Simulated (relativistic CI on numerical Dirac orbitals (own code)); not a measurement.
**What each ingredient does to the levels of La2+**

Base calculation: Dirac-Coulomb-Breit CI, separate exchange-only KLI orbitals for each configuration, a model potential for QED, valence Slater integrals scaled by 0.85, P86 correlation energy added to each configuration.

Configuration list (outside the closed core [Kr] 4d10 5s2): 5p⁶5d, 5p⁶4f, 5p⁶6s, 5p⁶6p, 5p⁶5f, 5p⁶5g, 5p⁶7s, 5p⁶6d, 5p⁶7p, 5p⁶8s, 5p⁶7d, 5p⁵5d², 5p⁶6f, 5p⁶8p, 5p⁶9s, 5p⁶9p, 5p⁵5d5f. Double excitations out of closed p, d and f shells are left out; levels of such configurations are missing from the list, as are those of other unlisted configurations, and high levels can miss mixing partners.

Variants: (1) valence Slater integrals scaled by 0.75; (2) Slater integrals left unscaled; (3) configuration mixing switched off; (4) Breit term removed. Shifts of the energy above 5p⁶5d ²D3/2, in cm⁻¹, for the lowest level and the first level of each name with at least 55 % of one term (blank where a level changes its place among those of its configuration and J or its character, or is not in the variant):

```
       Level      Base    Δ(1)    Δ(2)     Δ(3)    Δ(4)  Measured
 5p⁶5d ²D3/2       0.0     0.0     0.0      0.0     0.0       0.0
 5p⁶5d ²D5/2    1276.9    +0.8    -1.3     +3.2   +54.8    1603.2
5p⁶4f ²F°5/2   11076.1  +206.6  -349.3  +1276.2  +622.2          
5p⁶4f ²F°7/2   12483.9  +195.5  -331.4  +1246.6  +776.7          
 5p⁶6s ²S1/2   15777.7   -72.3  +121.0   -346.6   -77.8   13591.1
5p⁶6p ²P°1/2   42805.2   -19.2   +34.4    -72.2  -118.5          
5p⁶6p ²P°3/2   45586.1   -42.0   +71.9   -192.2   -79.5          
 5p⁶6d ²D3/2   81510.7   -44.7   +76.1   -208.8   -44.6   82380.8
 5p⁶7s ²S1/2   81920.5   -80.7  +135.6   -391.5   -62.3   82347.3
 5p⁶6d ²D5/2   81930.5   -46.4   +79.0   -217.7   -35.0   82814.3
5p⁶5f ²F°5/2   91931.5   +13.0   -17.8   -130.2   -11.0          
5p⁶5f ²F°7/2   92027.5    +8.3   -10.8   -179.1    -9.1          
5p⁶7p ²P°1/2   92851.1   -56.8   +97.2   -262.7   -79.5   93232.4
5p⁶7p ²P°3/2   93951.4   -64.9  +110.2   -305.3   -63.0   94461.4
 5p⁶8s ²S1/2  109409.5   -81.7  +137.3   -396.3   -56.5  110209.6
 5p⁶7d ²D3/2  109896.9   -77.5  +130.5   -375.6   -46.4          
 5p⁶7d ²D5/2  110092.6   -77.6  +130.7   -375.4   -42.2          
5p⁶6f ²F°5/2  114513.8    -8.4   +20.4    -77.1   -27.1  114889.8
5p⁶6f ²F°7/2  114570.1   -12.6   +26.4   -113.1   -24.8  114938.9
5p⁶8p ²P°1/2  114919.3   -68.3  +116.0   -324.4   -65.7  115602.3
 5p⁶5g ²G9/2  115406.2   -56.1   +95.2   -265.6   -50.6  114755.3
 5p⁶5g ²G7/2  115406.3   -55.9   +94.9   -264.6   -50.6  114754.9
```

For a near-neutral ion this model can misplace configurations by up to about 10,000 cm⁻¹ (more where the count of f electrons changes) and terms by 10 to 25 % of their spread. Rates follow the energies as ν³ (E1, M1) or ν⁵ (E2), so they and the lifetimes can be off by large factors. The fine structure of a lone outer electron comes out too small, for d and f at times inverted, and misplaced configurations move strength between like terms. 17 of the 31 excited levels that our extract of the measured tables holds in this range could be paired (the sources list more); they are missed by 698 cm⁻¹ on average and 2187 at most, and levels without a partner can miss by more.

Measured levels: Martin, Zalubas and Hagan, Atomic Energy Levels: The Rare-Earth Elements, NSRDS-NBS 60 (1978).

Ionisation energy from the two ground configurations alone: base 19.17 eV; Breit term removed 19.17 eV. The NIST ASD value (measured) is 19.1773 eV.
